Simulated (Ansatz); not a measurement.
Correlation energies of Al2BFH4O, SMILES `F[B]([AlH2])[O][AlH2]` by basis set

```xyz
9

F     0.3436    2.0160   -0.4471
B     0.2975    0.7744    0.0749
Al    1.3869    0.3427    1.8820
O    -0.4382   -0.1312   -0.5763
Al   -1.4466   -0.8732   -1.7194
H     2.8800   -0.2092    1.8355
H     0.7183    0.5267    3.3154
H    -0.7482   -1.5732   -2.9463
H    -2.9934   -0.8731   -1.4186
```

Total charge 0; spin multiplicity 1. All single points use the PBE0-D4/def2-TZVP geometry. It is one conformer, not always the lowest. Frozen core, restricted reference, Ansatz 0.2.0. CBS rows extrapolate triple and quadruple zeta; past MP2 they add the triple-zeta difference.

```json
{"basis": "def2-SVP", "HF (Eh)": "-684.97081", "MP2 corr.": "-0.56803"}
{"basis": "def2-TZVPP", "HF (Eh)": "-685.38929", "MP2 corr.": "-0.72909"}
{"basis": "def2-QZVPP", "HF (Eh)": "-685.41322", "MP2 corr.": "-0.79064"}
```

(1) Estimate the CCSD correlation energy and the (T) correction in each basis where they were run (hartree).

Results:

(1) 
```tsv
basis	CCSD corr.	(T)
def2-SVP	-0.60974	-0.01308
def2-TZVPP	-0.76627	-0.02465
CBS(def2)	-0.87341	as TZ
```
